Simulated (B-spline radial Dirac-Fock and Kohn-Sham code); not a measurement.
# Elastic and transport cross sections of gold for electrons

Calculated with an atomic code on a B-spline grid, using relativistic (Dirac) partial waves in the static field of the Dirac-Fock atom with Furness-McCarthy exchange, without polarisation or absorption potentials. σ_tr1 and σ_tr2 weight the cross section with 1 − P₁ and 1 − P₂ of cos θ; "backward" is the share scattered beyond 90°.

```
energy (eV)  σ (a₀²)  σ_tr1 (a₀²)  σ_tr2 (a₀²)  σ/σ_tr1  backward (%)
        320     17.1         3.54         5.39     4.83           7.6
        355     15.9         3.59         5.24     4.43           8.8
        381     15.1         3.61         5.11     4.19           9.5
        410     14.4         3.61         4.95     3.99            10
        500     12.7         3.53         4.40     3.59            12
        617     11.3         3.30         3.70     3.41            12
        734        ?            ?            ?        ?             ?
        819     9.79         2.85         2.79     3.44            13
        820     9.78         2.85         2.79     3.44            13
        855     9.60         2.77         2.67     3.46            12
       1000     8.94         2.48         2.26     3.61            12
       1160     8.38         2.20         1.94     3.81            12
       1330     7.88         1.94         1.70     4.06            11
       1500     7.47         1.73         1.52     4.31            10
       1810     6.86         1.43         1.29     4.79           9.3
       1820     6.84         1.42         1.28     4.80           9.2
       2000     6.55         1.29         1.19     5.09           8.6
```

Question: Fill in the row for 734 eV.

Answer: σ = 10.3 a₀², σ_tr1 = 3.04 a₀², σ_tr2 = 3.13 a₀², σ/σ_tr1 = 3.39, backward 13 %. The ratio σ/σ_tr1 is roughly the number of elastic collisions that randomise the direction.
